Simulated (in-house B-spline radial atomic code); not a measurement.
Settings and results of a run for Br VIII (Br7+). Method: scalar-relativistic (X2C) LDA exchange-only, spin-polarised, spherical fractional occupations, Fermi nucleus of rms radius 4.1629 fm. Calculated with an all-electron radial atomic-structure program (B-spline basis).

Command:
```bash
python run_scf.py task.json out
```
Settings (nuclear radius in fm, mass in u):
```
Z                35
configuration    [Ar] 3d10
hamiltonian      x2c
method           lda,
spin_polarised   True
nucleus          fermi
rms_radius       4.1629
atomic_mass      78.91834
speed_of_light   137.035999084
```

Output (hartree, bohr):
```
 radial grid: 64 intervals, B-splines of order 8, outer radius 8.961 bohr

 iter        energy (Eh)    residual
    1       -2562.906845    1.16e+00
    2       -2573.405289    1.04e+00
    3       -2585.756647    1.84e-01
    4       -2586.229452    2.92e-02
    5       -2586.237138    1.38e-02
    6       -2586.239215    6.00e-03
    7       -2586.239768    1.16e-04
    8       -2586.239768    4.60e-06
    9       -2586.239768    4.29e-08

 total energy                     -2586.23977
 kinetic                            2653.0556
 electron-nucleus                  -6138.9566
 Hartree                             982.8234
 exchange-correlation                -83.1621

 orbital      occ     eigenvalue          <r>       <r^2>       <1/r>       r_max
 1s up      1.000      -492.1065    0.0423853  0.00243073     36.4452     0.02747
 1s down    1.000      -492.1065    0.0423853  0.00243073     36.4452     0.02747
 2s up      1.000       -67.5422     0.189483   0.0423987      8.0284      0.1594
 2s down    1.000       -67.5422     0.189483   0.0423987      8.0284      0.1594
 2p up      3.000       -60.1206     0.165375   0.0334918     7.74114      0.1272
 2p down    3.000       -60.1206     0.165375   0.0334918     7.74114      0.1272
 3s up      1.000       -12.6628     0.550419    0.348357     2.62472      0.4843
 3s down    1.000       -12.6628     0.550419    0.348357     2.62472      0.4843
 3p up      3.000       -10.3107     0.561111    0.368264     2.45748      0.4805
 3p down    3.000       -10.3107     0.561111    0.368264     2.45748      0.4805
 3d up      5.000        -6.3926     0.575805    0.406014     2.18635      0.4275
 3d down    5.000        -6.3926     0.575805    0.406014     2.18635      0.4275
```

Time taken, with all properties: 0.33 s on 1 thread of Arm Neoverse N1 (shared host).

One-electron X2C: radii and densities carry no picture-change correction, so inner-shell <1/r> comes out high (for 1s by about 2 % at Z = 33, 5 % at 54, 10 % at 75, 30 % at 118) and <r> low.
